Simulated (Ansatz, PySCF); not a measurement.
Hf(F)(SH)3 (FH3HfS3), SMILES [F][Hf]([SH])([SH])[SH], multiplicity 1. Atoms are numbered in the order given.

```xyz
8

Hf     0.1421    -0.1576    -0.0041
F      1.3243    -1.6463     0.0794
S      0.9970     1.7802     1.1805
H      1.3723     1.0222     2.2413
S     -0.2559     0.5360    -2.2994
H     -1.5144     0.9198    -1.9731
S     -1.9920    -0.6812     1.0433
H     -1.9945    -1.9352     0.5255
```

Geometry: PBE0-D3(BJ)/def2-SVP. The multiplicity is an assumed one; no other spin state was optimised. The structure was generated by enumeration; whether it is a known compound was not checked. The def2 effective core potentials stand for the cores of Hf; spin–orbit coupling is left out. Other conformers were not sampled.

Vertical ionisation energy (IE) and electron affinity (EA) in eV. Rows of orbital energies are one-electron estimates. Where ΔSCF, EOM or ADC give a negative EA the extra electron is unbound and the value depends on the basis.

```tsv
level	IE	EA
−ε(HOMO), −ε(LUMO), ωB97X/def2-TZVP (PySCF)	10.19	-0.21
−ε(HOMO), −ε(LUMO), PBE/def2-TZVP (PySCF)	…	…
ΔSCF, CAM-B3LYP/def2-SVPD (Ansatz), final states of multiplicity 2 and 2	9.92	0.46
ΔSCF, PBE/def2-SVPD (Ansatz), final states of multiplicity 2 and 2	9.22	0.34
```

Some entries are withheld; supply them. (Estimate from the structure and the level; the computed values follow.)


- −ε(HOMO), −ε(LUMO), PBE/def2-TZVP (PySCF), IE: 6.66
- −ε(HOMO), −ε(LUMO), PBE/def2-TZVP (PySCF), EA: 2.69

What vertical singlet–triplet gap does ΔSCF give with CAM-B3LYP/def2-SVPD (Ansatz, a quantum-chemistry and plane-wave program) and with PBE/def2-SVPD (Ansatz)? (Estimate from the structure and the level; the computed values follow.)

4.56 and 4.00 eV (triplet above singlet where positive).
